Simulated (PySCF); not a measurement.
Species: C₂H₉FO₂Si₄.
Bonds: C1–C2 (double), C2–F3, C2–Si4, Si4–O5, O5–Si6, Si4–Si7, Si7–O8, O8–Si9, Si4–Si9. Hydrogens: H10, H11 on C1; H12, H13, H14 on Si6; H15, H16 on Si7; H17, H18 on Si9.

Definitions: NICS(0) = −σiso at the ring centroid; NICS(1) = −σiso and NICS(1)zz = −σzz at ±1 Å along the ring normal z. Level: GIAO PBE0/pcSseg-1 (PySCF, non-relativistic, gas phase) on the GFN2-xTB geometry, one conformer.

Ring bond lengths (Å), with Mayer bond orders in brackets: Si4–Si7 2.347 (0.84), Si7–O8 1.663 (0.92), O8–Si9 1.665 (0.92), Si9–Si4 2.348 (0.84).

Give the NICS values of each ring in ppm.

| ring | type | NICS(0) | NICS(1), two faces | NICS(1)zz, two faces | rms pucker (Å) | centre to ring atoms, mean (Å) |
| --- | --- | --- | --- | --- | --- | --- |
| Si4–Si7–O8–Si9 | 4-membered ring with O and 3 Si; formal bonds all single | -1.3 | -0.4 / -1.8 | 2.2 / -0.4 | 0.00 | 1.41 |

What do they say, and how far can they be read as aromaticity?

- Si4–Si7–O8–Si9: mean NICS(1)zz 0.9 ppm, near zero. Si4, Si7, Si9 have four or more neighbours, and the NICS criterion for π rings isn't applied.

What is the mean of the two in-plane components of NICS at the first NICS(1) probe listed for ring Si4–Si7–O8–Si9, 1 Å off the ring?

The isotropic value is a third of the trace: (3 × -0.4 − (2.2))/2 = -1.7 ppm.

Give the inner angles of the rings and the Hirshfeld charges of the ring atoms.

- Si4–Si7–O8–Si9: Si4 74.3° (+0.276 e), Si7 84.4° (+0.309 e), O8 116.9° (-0.329 e), Si9 84.4° (+0.308 e); sum 360.0° against 360° for a flat convex ring.

What are the shieldings of the ring atoms and their hydrogens in the same run (means over atoms taken as equivalent)?

```
   atoms           environment  σ isotropic (ppm)  principal values of the symmetric part, first atom (ppm)
     Si4  oxygen-bound silicon              318.5                                       256.4, 322.7, 376.3
Si7 (×2)  oxygen-bound silicon              341.0                                       244.9, 318.8, 460.6
      O8       siloxane oxygen              283.4                                       130.3, 349.3, 370.7
H15 (×2)         Si–H hydrogen              25.85                                          23.0, 24.2, 30.3
H16 (×2)         Si–H hydrogen              25.74                                          22.9, 24.1, 30.2
```

The run took 1.9 min wall (with the writing of density and orbital grids) on an Arm Neoverse N1 with one thread, shared host with 64 logical CPUs at a one-minute load of 56, and the process peaked at 1.0 GiB of memory. This is the whole shielding run at PBE0/pcSseg-1, SCF included.

Shape of the structure used: `[CH2:1]=[C:2]([F:3])[Si:4]1([O:5][SiH3:6])[SiH2:7][O:8][SiH2:9]1`: C1–C2–Si4–O5 -1°, C2–Si4–O5–Si6 -174°.
